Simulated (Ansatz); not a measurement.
Reactions of C$_{2}$H$_{4}$N$_{2}$Si (`N=C[SiH]1C=N1`).

Isolated molecules relaxed with PBE0-D4/def2-TZVP in Ansatz; ΔE leaves out vibrations. CCSD(T)/CBS adds triple-zeta CCSD(T) − MP2 to the extrapolated MP2 energy (def2 sets, frozen cores). DFT in def2-TZVPP. B3LYP here is the variant with VWN-RPA as its local correlation; programs differ in this. For Br, Ge outer-core shells are correlated without core-valence functions, which leaves a few kJ/mol of doubt a bond. Scalar relativity is left out up to krypton. Each species was taken in one conformer, which may not be the lowest.

```csv
reaction,B3LYP-D4 (kJ/mol),MP2/CBS(def2) (kJ/mol),PBE0-D4 (kJ/mol),CCSD(T)/CBS(def2) (kJ/mol)
`N=C[SiH]1C=N1` + `FC(F)Br` → `Br[SiH]1C=N1` + `N=CC(F)F`,-131,-146,-135,-142
`N=C[SiH]1C=N1` + `N[SiH2]F` → `N[SiH]1C=N1` + `N=C[SiH2]F`,21,19,20,18
`N=C[SiH]1C=N1` + `[OH][GeH2][SH]` → `O[SiH]1C=N1` + `N=[CH][GeH2][SH]`,-49,-56,-48,-54
`N=C[SiH]1C=N1` + `[CH3][AlH][CH2]Br` → `BrC[SiH]1C=N1` + `[CH3][AlH][CH]=N`,12,8,12,8
```

Largest T1 diagnostic: 0.016, for `N=C[SiH]1C=N1`.
